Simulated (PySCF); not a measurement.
A series of substituents X on one scaffold: SiH2(OH)-X. Isolated molecules, 0 K electronic values unless said otherwise. One relaxed conformer stands for each flexible species; it need not be the lowest. Strings in code marks are SMILES.

The numbers are results of PySCF with PBE0-D4/def2-TZVP, not measurements. All candidates: neutral, multiplicity 1. Excitations are Tamm–Dancoff values on a coarser integration grid. The basis has no diffuse functions, so Rydberg states are missing or too high.

```
Quantity                Value
-------------------  --------
HOMO                 -7.95 eV
HOMO–LUMO gap         5.49 eV
S1 excitation (TDA)   3.94 eV
```

Question: Which member has these values?
A) `O[SiH2]Br` (H–O–Si–Br torsion 58°)
B) `O[SiH2]C(F)F` (H–O–Si–C torsion 51°, O–Si–C–F torsion -53°)
C) `B[SiH2]O`
D) `C[S@](=O)[SiH2]O` (O–S–Si–O torsion -17°, S–Si–O–H torsion 14°)

Answer: C, `B[SiH2]O`. The others give `C[S@](=O)[SiH2]O` (O–S–Si–O torsion -17°, S–Si–O–H torsion 14°): -6.99 eV, 6.39 eV, 4.81 eV; `O[SiH2]C(F)F` (H–O–Si–C torsion 51°, O–Si–C–F torsion -53°): -8.48 eV, 8.33 eV, 6.87 eV; `O[SiH2]Br` (H–O–Si–Br torsion 58°): -8.41 eV, 8.49 eV, 7.14 eV
